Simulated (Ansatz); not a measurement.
Ansatz (a quantum-chemistry and plane-wave program) input for Zn(Et)(SH) (C2H6SZn), SMILES C[CH2][Zn][SH], PBE0-D3(BJ)/def2-SVP. 

Ansatz 0.2 input:
```yaml
crystal:
  periodic: [false, false, false]
  atoms:
    - {symbol: Zn, position_ang: [0.22807943, -0.06987625, 0.48797080]}
    - {symbol: C, position_ang: [0.99098305, -1.67496166, -0.52444386]}
    - {symbol: C, position_ang: [0.51340077, -1.54523151, -1.96488254]}
    - {symbol: H, position_ang: [0.62899668, -2.60600954, -0.09380821]}
    - {symbol: H, position_ang: [2.07748095, -1.69461873, -0.49088250]}
    - {symbol: H, position_ang: [0.90026887, -0.64023746, -2.43345009]}
    - {symbol: H, position_ang: [-0.57525746, -1.52612129, -2.02514351]}
    - {symbol: H, position_ang: [0.86272533, -2.39763816, -2.55061509]}
    - {symbol: S, position_ang: [-1.17461614, 1.75285657, 0.39288836]}
    - {symbol: H, position_ang: [-0.96904208, 2.23636677, 1.60451985]}
basis:
  gaussian:
    orbitals: def2-SVP
hamiltonian:
  xc: pbe0
  dispersion: d3bj
relax: {f_tol: 0.002, max_steps: 200}
```

Log of the run:

```
[...]
these checks for a lower state are left out or cut short: starts, cluster_reference, orbital_swaps, neighbouring_geometries, increment
integrals: 0.06 GiB planned
1144 factors; integrals over basis functions are off by at most 4.1e-4 eV
mean field: 0.50 GiB planned
mean field -61402.82540716 eV, -2256.5122133832 hartree, gradient 1.8e-5 eV, S^2 0.000000; 0 other end points of the search recorded, 0 dependent functions left out
the calculation of the forces begins
reference -61402.82543762 eV, -2256.5122145025 hartree; 32, 32 occupied and 75, 75 virtual orbitals, 1144 factors
relax step  46: F+E_penalty+E_count = -61402.99332669 eV  Δ(F+E_penalty+E_count) = +1.989e-3 eV  max|allowed force component| = 2.727e-1 eV/Å  Δτ_max = 0.1012 Å  (29 SCF iters, rejected (line search))
these checks for a lower state are left out or cut short: starts, cluster_reference, orbital_swaps, neighbouring_geometries, increment
integrals: 0.06 GiB planned
1144 factors; integrals over basis functions are off by at most 4.1e-4 eV
mean field: 0.50 GiB planned
mean field evaluation 320: about -61402.8274 eV, gradient 1.9e-3 eV
mean field -61402.82740822 eV, -2256.5122869209 hartree, gradient 1.7e-5 eV, S^2 0.000000; 0 other end points of the search recorded, 0 dependent functions left out
the calculation of the forces begins
reference -61402.82743872 eV, -2256.5122880415 hartree; 32, 32 occupied and 75, 75 virtual orbitals, 1144 factors
relax step  47: F+E_penalty+E_count = -61402.99535748 eV  Δ(F+E_penalty+E_count) = -4.178e-5 eV  max|allowed force component| = 9.971e-3 eV/Å  Δτ_max = 0.0158 Å  (23 SCF iters, accepted)
these checks for a lower state are left out or cut short: starts, cluster_reference, orbital_swaps, neighbouring_geometries, increment
integrals: 0.06 GiB planned
1144 factors; integrals over basis functions are off by at most 4.1e-4 eV
mean field: 0.50 GiB planned
mean field -61402.82716421 eV, -2256.5122779535 hartree, gradient 1.5e-5 eV, S^2 0.000000; 0 other end points of the search recorded, 0 dependent functions left out
the calculation of the forces begins
reference -61402.82719468 eV, -2256.5122790735 hartree; 32, 32 occupied and 75, 75 virtual orbitals, 1144 factors
relax step  48: F+E_penalty+E_count = -61402.99511387 eV  Δ(F+E_penalty+E_count) = +2.436e-4 eV  max|allowed force component| = 1.211e-1 eV/Å  Δτ_max = 0.0743 Å  (29 SCF iters, rejected (line search))
these checks for a lower state are left out or cut short: starts, cluster_reference, orbital_swaps, neighbouring_geometries, increment
integrals: 0.06 GiB planned
1144 factors; integrals over basis functions are off by at most 4.1e-4 eV
mean field: 0.50 GiB planned
mean field -61402.82732126 eV, -2256.5122837250 hartree, gradient 2.0e-5 eV, S^2 0.000000; 0 other end points of the search recorded, 0 dependent functions left out
the calculation of the forces begins
reference -61402.82735175 eV, -2256.5122848455 hartree; 32, 32 occupied and 75, 75 virtual orbitals, 1144 factors
relax step  49: F+E_penalty+E_count = -61402.99528089 eV  Δ(F+E_penalty+E_count) = +7.659e-5 eV  max|allowed force component| = 3.305e-2 eV/Å  Δτ_max = 0.0046 Å  (24 SCF iters, rejected (line search))
these checks for a lower state are left out or cut short: starts, cluster_reference, orbital_swaps, neighbouring_geometries, increment
integrals: 0.06 GiB planned
1144 factors; integrals over basis functions are off by at most 4.1e-4 eV
mean field: 0.50 GiB planned
mean field -61402.82741662 eV, -2256.5122872296 hartree, gradient 8.9e-5 eV, S^2 0.000000; 0 other end points of the search recorded, 0 dependent functions left out
the calculation of the forces begins
reference -61402.82744712 eV, -2256.5122883503 hartree; 32, 32 occupied and 75, 75 virtual orbitals, 1144 factors
relax step  50: F+E_penalty+E_count = -61402.99536632 eV  Δ(F+E_penalty+E_count) = -8.846e-6 eV  max|allowed force component| = 1.660e-3 eV/Å  Δτ_max = 0.0022 Å  (20 SCF iters, accepted)
these checks for a lower state are left out or cut short: starts, cluster_reference, orbital_swaps, neighbouring_geometries, increment
integrals: 0.06 GiB planned
1144 factors; integrals over basis functions are off by at most 4.1e-4 eV
mean field: 0.50 GiB planned
mean field -61402.82749383 eV, -2256.5122900669 hartree, gradient 1.4e-5 eV, S^2 0.000000; 0 other end points of the search recorded, 0 dependent functions left out
the calculation of the forces begins
reference -61402.82752432 eV, -2256.5122911873 hartree; 32, 32 occupied and 75, 75 virtual orbitals, 1144 factors
relax step  51: F+E_penalty+E_count = -61402.99544675 eV  Δ(F+E_penalty+E_count) = -8.043e-5 eV  max|allowed force component| = 2.156e-2 eV/Å  Δτ_max = 0.0366 Å  (30 SCF iters, accepted)
these checks for a lower state are left out or cut short: starts, cluster_reference, orbital_swaps, neighbouring_geometries, increment
integrals: 0.06 GiB planned
1144 factors; integrals over basis functions are off by at most 4.1e-4 eV
mean field: 0.50 GiB planned
mean field evaluation 352: about -61402.8274 eV, gradient 9.4e-4 eV
mean field -61402.82741765 eV, -2256.5122872673 hartree, gradient 1.4e-5 eV, S^2 0.000000; 0 other end points of the search recorded, 0 dependent functions left out
the calculation of the forces begins
reference -61402.82744812 eV, -2256.5122883873 hartree; 32, 32 occupied and 75, 75 virtual orbitals, 1144 factors
relax step  52: F+E_penalty+E_count = -61402.99536258 eV  Δ(F+E_penalty+E_count) = +8.417e-5 eV  max|allowed force component| = 8.857e-2 eV/Å  Δτ_max = 0.0557 Å  (28 SCF iters, rejected (line search))
these checks for a lower state are left out or cut short: starts, cluster_reference, orbital_swaps, neighbouring_geometries, increment
integrals: 0.06 GiB planned
1144 factors; integrals over basis functions are off by at most 4.1e-4 eV
mean field: 0.50 GiB planned
mean field -61402.82302688 eV, -2256.5121259095 hartree, gradient 1.4e-5 eV, S^2 0.000000; 0 other end points of the search recorded, 0 dependent functions left out
the calculation of the forces begins
reference -61402.82305752 eV, -2256.5121270355 hartree; 32, 32 occupied and 75, 75 virtual orbitals, 1144 factors
relax step  53: F+E_penalty+E_count = -61402.99118105 eV  Δ(F+E_penalty+E_count) = +4.266e-3 eV  max|allowed force component| = 2.650e-1 eV/Å  Δτ_max = 0.0209 Å  (29 SCF iters, rejected (line search))
these checks for a lower state are left out or cut short: starts, cluster_reference, orbital_swaps, neighbouring_geometries, increment
integrals: 0.06 GiB planned
1144 factors; integrals over basis functions are off by at most 4.1e-4 eV
mean field: 0.50 GiB planned
mean field -61402.82753486 eV, -2256.5122915746 hartree, gradient 8.9e-6 eV, S^2 0.000000; 0 other end points of the search recorded, 0 dependent functions left out
the calculation of the forces begins
reference -61402.82756535 eV, -2256.5122926952 hartree; 32, 32 occupied and 75, 75 virtual orbitals, 1144 factors
relax step  54: F+E_penalty+E_count = -61402.99548359 eV  Δ(F+E_penalty+E_count) = -3.684e-5 eV  max|allowed force component| = 4.225e-3 eV/Å  Δτ_max = 0.0104 Å  (24 SCF iters, accepted)
these checks for a lower state are left out or cut short: starts, cluster_reference, orbital_swaps, neighbouring_geometries, increment
integrals: 0.06 GiB planned
1144 factors; integrals over basis functions are off by at most 4.1e-4 eV
mean field: 0.50 GiB planned
mean field -61402.82759884 eV, -2256.5122939258 hartree, gradient 1.4e-5 eV, S^2 0.000000; 0 other end points of the search recorded, 0 dependent functions left out
the calculation of the forces begins
reference -61402.82762933 eV, -2256.5122950463 hartree; 32, 32 occupied and 75, 75 virtual orbitals, 1144 factors
relax step  55: F+E_penalty+E_count = -61402.99554176 eV  Δ(F+E_penalty+E_count) = -5.817e-5 eV  max|allowed force component| = 1.185e-2 eV/Å  Δτ_max = 0.0275 Å  (30 SCF iters, accepted)
these checks for a lower state are left out or cut short: starts, cluster_reference, orbital_swaps, neighbouring_geometries, increment
integrals: 0.06 GiB planned
1144 factors; integrals over basis functions are off by at most 4.1e-4 eV
mean field: 0.50 GiB planned
mean field -61402.82761516 eV, -2256.5122945258 hartree, gradient 1.4e-5 eV, S^2 0.000000; 0 other end points of the search recorded, 0 dependent functions left out
the calculation of the forces begins
reference -61402.82764565 eV, -2256.5122956460 hartree; 32, 32 occupied and 75, 75 virtual orbitals, 1144 factors
relax step  56: F+E_penalty+E_count = -61402.99556012 eV  Δ(F+E_penalty+E_count) = -1.837e-5 eV  max|allowed force component| = 4.852e-2 eV/Å  Δτ_max = 0.0415 Å  (30 SCF iters, accepted)
these checks for a lower state are left out or cut short: starts, cluster_reference, orbital_swaps, neighbouring_geometries, increment
integrals: 0.06 GiB planned
1144 factors; integrals over basis functions are off by at most 4.1e-4 eV
mean field: 0.50 GiB planned
mean field evaluation 384: about -61402.8277 eV, gradient 2.8e-5 eV
mean field -61402.82766863 eV, -2256.5122964906 hartree, gradient 5.5e-5 eV, S^2 0.000000; 0 other end points of the search recorded, 0 dependent functions left out
the calculation of the forces begins
reference -61402.82769911 eV, -2256.5122976110 hartree; 32, 32 occupied and 75, 75 virtual orbitals, 1144 factors
relax step  57: F+E_penalty+E_count = -61402.99562097 eV  Δ(F+E_penalty+E_count) = -6.085e-5 eV  max|allowed force component| = 1.561e-2 eV/Å  Δτ_max = 0.0010 Å  (20 SCF iters, accepted)
these checks for a lower state are left out or cut short: starts, cluster_reference, orbital_swaps, neighbouring_geometries, increment
integrals: 0.06 GiB planned
1144 factors; integrals over basis functions are off by at most 4.1e-4 eV
mean field: 0.50 GiB planned
mean field -61402.82769375 eV, -2256.5122974139 hartree, gradient 7.4e-6 eV, S^2 0.000000; 0 other end points of the search recorded, 0 dependent functions left out
the calculation of the forces begins
reference -61402.82772424 eV, -2256.5122985344 hartree; 32, 32 occupied and 75, 75 virtual orbitals, 1144 factors
relax step  58: F+E_penalty+E_count = -61402.99564630 eV  Δ(F+E_penalty+E_count) = -2.532e-5 eV  max|allowed force component| = 9.268e-4 eV/Å  Δτ_max = 0.0100 Å  (24 SCF iters, accepted)
integrals: 0.06 GiB planned
1144 factors; integrals over basis functions are off by at most 4.1e-4 eV
mean field: 0.50 GiB planned
mean field -61402.82769375 eV, -2256.5122974139 hartree, gradient 7.4e-6 eV, S^2 0.000000; 1 other end points of the search recorded, 0 dependent functions left out
the calculation of the forces begins
reference -61402.82772424 eV, -2256.5122985344 hartree; 32, 32 occupied and 75, 75 virtual orbitals, 1144 factors
Total energy: -61402.99567678 eV, -2256.5184706765 hartree
Atom 0 at    -0.244427    -0.058382     0.271225 Å, force    -0.000128    -0.000005     0.000363 eV/Å
Atom 1 at     0.731437    -1.538911    -0.541968 Å, force    -0.000053     0.000000     0.000332 eV/Å
Atom 2 at     0.633297    -1.630633    -2.062630 Å, force     0.000374    -0.000468    -0.000253 eV/Å
Atom 3 at     0.363740    -2.469761    -0.075243 Å, force    -0.000059    -0.000135    -0.000185 eV/Å
Atom 4 at     1.786771    -1.451172    -0.228710 Å, force    -0.000037    -0.000265     0.000058 eV/Å
Atom 5 at     1.025991    -0.729351    -2.560164 Å, force    -0.000023     0.000172     0.000328 eV/Å
Atom 6 at    -0.406249    -1.756098    -2.405509 Å, force     0.000021     0.000402     0.000167 eV/Å
Atom 7 at     1.204536    -2.487501    -2.459979 Å, force    -0.000070     0.000188    -0.000393 eV/Å
Atom 8 at    -1.358526     1.590187     1.191165 Å, force     0.000182    -0.000211     0.000510 eV/Å
Atom 9 at    -0.253550     2.366150     1.273967 Å, force    -0.000207     0.000320    -0.000927 eV/Å
Dipole moment:     0.346710    -0.200946    -0.146224 e Å
```

Self-consistency was reached.

Cost: about 4 core-minutes (a rough figure).
